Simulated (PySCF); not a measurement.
A structure optimised at PBE-D3(BJ)/def2-SVP, used in a PySCF frequency run:

```xyz
12

C     -1.2565    -2.1316     0.0000
C     -0.3828    -1.2665     0.0000
B      0.6494    -0.1282     0.0000
F      1.9513    -0.4669     0.0000
C      0.2701     1.3973     0.0000
C     -1.2189     1.7542     0.0000
H     -2.0152    -2.9037     0.0000
H      0.7936     1.8504     0.8753
H      0.7936     1.8504    -0.8753
H     -1.7337     1.3378    -0.8894
H     -1.3849     2.8505     0.0000
H     -1.7337     1.3378     0.8894
```
Charge 0, spin multiplicity 1.

**Question.** Write its SMILES, formula and point group.

**Answer.** C#CB(F)CC, C4H6BF, Cs

**Question.** What are its rotational constants (standard atomic weights)?

**Answer.** 3.8249, 3.0017, 1.7177 GHz
